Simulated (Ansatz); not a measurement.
This Ansatz (a program for electronic structure) input (CCSD(T)/cc-pCVTZ) gives -81.21587 Eh with 128 basis functions. A basis named .json is the Basis Set Exchange file of that set (core-valence sets with the plain set on hydrogen).

Ansatz 0.2 input:
```yaml
crystal:
  periodic: [false, false, false]
  atoms:
    - {symbol: B, position_ang: [-0.85573650, -0.00493450, -0.02237294]}
    - {symbol: N, position_ang: [0.51584742, -0.10079013, 0.00863416]}
    - {symbol: H, position_ang: [-1.47797506, 1.01043132, 0.00900960]}
    - {symbol: H, position_ang: [1.13550828, 0.69831676, 0.06203764]}
    - {symbol: H, position_ang: [1.01021735, -0.97854462, -0.01962167]}
basis:
  gaussian:
    orbitals: cc-pCVTZ.json
magnetization: {spin_polarized: true, initial_magnetization: 1}
correlation: {method: ccsd_t, electrons: outside_noble_gas}
```

Change:
```diff
- orbitals: cc-pCVTZ.json
+ orbitals: cc-pCVQZ.json
```

**Question.** What does the run give now?

**Answer.** -81.23833 Eh (CCSD(T)/cc-pCVQZ, 258 functions), a change of -22.46 mEh.
